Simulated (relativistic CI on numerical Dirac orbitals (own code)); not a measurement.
## Hyperfine structure of Ba52+, mass number 137

Calculated at this level of theory: Dirac-Coulomb-Breit CI, orbitals from a KLI potential per configuration, a model potential for QED, unscaled Slater integrals (own radial code, finite nucleus).

Configuration list (outside the closed core 1s2): 2s2, 2s 2p, 2p2, 2p 3s, 2p 3p, 2s 3s, 2s 3p, 2s 3d, 2s 4s, 2s 4p, 2s 4d, 2s 4f, 3s2, 3s 3p, 3p2. Levels of other configurations are missing.

Nuclear spin I = 3/2, μ = 0.9375 μN, Q = 0.236 b (tables of Stone and Pyykkö). The electronic factors are computed for point nuclear moments, without core polarisation or the Bohr-Weisskopf and QED corrections.

```
      Level  E (10³ cm⁻¹)  A (GHz)  B (GHz)
2s 2p 3P°_1        1085.7     3064    -23.1
2s 2p 3P°_2        4340.7     1345      161
2s 2p 1P°_1        4881.3   -854.6      104
   2p2 3P_1        5774.8   -99.83     80.3
   2p2 1D_2        5905.5    537.4      142
   2p2 3P_2        9302.9      225     18.3
 2s 3s 3S_1       47279.2     3050   -0.122
2s 3p 3P°_1       47720.1     2586   -0.218
```

Levels with J = 0, under 50 % of one LS term, or S terms without an open s electron are left out. Small factors come from cancelling terms and can be off by tens of per cent or more.

At this charge energies of transitions that change n are usually good to better than 1 %, and those within a shell (Δn = 0) to a few per cent.

Question: Give the hyperfine levels of 2s 2p 3P°_1 relative to its centre of gravity.

Answer: With K = F(F + 1) − I(I + 1) − J(J + 1), E = AK/2 + B[¾K(K + 1) − I(I + 1)J(J + 1)]/[2I(2I − 1)J(2J − 1)]: F = 1/2: -7688, F = 3/2: -3041, F = 5/2: 4590 GHz.

LS names give the leading component of a level, which can be under half, so a name can repeat, a term be missing and a line seem to break the LS rules.
